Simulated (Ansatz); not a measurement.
```xyz
2

H     0.0000    0.0000   -1.1167
Cl    0.0000    0.0000    0.0657
```

Basis set: cc-pVTZ (spherical functions). Left uncorrelated: 5 orbitals. Charge 0, multiplicity 1.

Computed with Ansatz (development build ahead of 0.2.0); each method stands on the lowest determinant of its kind that the runs found. Restricted open shells among the atoms or ions are ROHF, correlated in semicanonical orbitals with singles.

The atomization energy at this shape (free ground-state atoms in the same class of orbitals less the molecule, no zero-point energy) of singlet HCl:

```tsv
method	atomization energy
RHF	319.6 kJ/mol
```

(1) What does RHF-MP2 give?

Answers

(1) 418.0 kJ/mol. Caution: the shape is not the minimum.
